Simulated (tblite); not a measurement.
C4H5Br.
SMILES: `C([C@@H](Br)C)#C`

All values are computed: GFN2-xTB (tblite) harmonic vibrations without scaling, gas phase. Against measured fundamentals such values can be off by several per cent, at times by over 20.

Harmonic wavenumbers (cm⁻¹): 130.4, 190.1, 230.6, 262.0, 358.4, 464.4, 540.3, 667.1, 681.5, 892.6, 1012.3, 1072.8, 1111.4, 1176.9, 1268.8, 1406.2, 1476.9, 1483.0, 2279.5, 2933.3, 3022.5, 3037.5, 3039.8, 3399.5.

A = 5212, B = 2064, C = 1555 MHz; mass 131.957 u (most abundant isotopes); point group C1, symmetry number 1.

**Question.** Zero-point energy?

**Answer.** ½Σν̃ = 16069 cm⁻¹ = 192.23 kJ/mol.

**Question.** Give the ideal-gas entropy at 350 K and 1 bar in the rigid-rotor, harmonic-oscillator model (classical rotation).

**Answer.** Translation 173.08, rotation 116.45, vibration 62.43: S = 352.0 J/(mol K).

**Question.** And Cp and H(350 K) − H(0)?

**Answer.** Cp = 106.74 J/(mol K), of which vibrations give 73.48 (their classical limit is 24 R = 199.5); H(350 K) − H(0) = 24.33 kJ/mol without the zero-point energy, 12.69 from vibrations.

**Question.** What must be added to the electronic energy to get the Gibbs energy at 350 K and 1 bar?

**Answer.** ZPE + [H(350 K) − H(0)] − T·S = 192.23 + 24.33 − 123.19 = 93.37 kJ/mol.

**Question.** How do the functions run with temperature in this model?

**Answer.** 
| T (K) | S (J/(mol K)) | Cp (J/(mol K)) | H − H(0) (kJ/mol) | G − H(0) (kJ/mol) | ln q(vib) |
| --- | --- | --- | --- | --- | --- |
| 150 | 280.7 | 65.5 | 6.94 | -35.17 | 0.77 |
| 250 | 319.4 | 87.3 | 14.61 | -65.25 | 1.92 |
| 298.15 | 335.6 | 96.9 | 19.04 | -81.03 | 2.50 |
| 400 | 366.8 | 115.5 | 29.89 | -116.83 | 3.77 |
| 600 | 419.2 | 143.3 | 55.94 | -195.60 | 6.23 |
| 900 | 483.0 | 170.8 | 103.37 | -331.29 | 9.67 |

q(vib) and H(0) count from the zero-point level.

Hindered rotation and anharmonicity are outside this model. The structure is chiral; the term R ln 2 for an equal mix with its mirror image is left out.
